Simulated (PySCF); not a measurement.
Compound: C7H11ClO3.
Geometry (PBE0-D3(BJ)/def2-SVP, Å), atoms numbered from 1 in this order:
```
atom  x, y, z in Å
C1    -1.949    0.838    1.527
O2    -1.054   -0.162    1.108
C3    -0.597   -0.092   -0.206
C4    -1.716    0.046   -1.240
Cl5   -2.919   -1.250   -1.099
C6     0.240   -1.357   -0.400
C7     1.511   -1.301    0.418
O8     1.925   -2.236    1.055
C9     2.237    0.022    0.320
C10    1.273    1.194    0.456
O11    0.173    1.066   -0.420
H12   -1.609    1.844    1.229
H13   -1.992    0.788    2.623
H14   -2.964    0.661    1.130
H15   -2.223    1.010   -1.110
H16   -1.284    0.018   -2.247
H17    0.526   -1.427   -1.463
H18   -0.341   -2.245   -0.126
H19    2.711    0.059   -0.677
H20    3.031    0.056    1.079
H21    1.762    2.142    0.193
H22    0.922    1.268    1.499
```

The closed-shell ground state was solved at several levels (PySCF, density fitting, gas phase, non-relativistic).

```csv
level,basis functions,HOMO (eV),LUMO (eV),gap (eV),dipole (D)
PBE0/pcSseg-1,249,-7.25,-0.59,6.66,3.93
CAM-B3LYP/def2-SVPD,324,-8.81,0.38,9.19,4.03
```

Q: Estimate the row for PBE0/pcSseg-2, a basis of 557 functions; the other rows only guide the guess.

A: HOMO -7.27 eV, LUMO -0.70 eV, gap 6.57 eV, dipole 3.91 D.

Q: Over all these levels, which gives the widest orbital gap and which the narrowest?

A: CAM-B3LYP/def2-SVPD (range-separated hybrid) has the widest, 9.19 eV, and PBE0/pcSseg-2 (global hybrid, 25 % exact exchange) the narrowest, 6.57 eV. Functional and basis both differ between the two, so the spread mixes both effects.

Q: How far do the dipole and the HOMO energy spread over the levels?

A: The dipole runs from 3.91 to 4.03 D (mean 3.96 D) and the HOMO from -8.81 to -7.25 eV.

One conformer stands for the species.
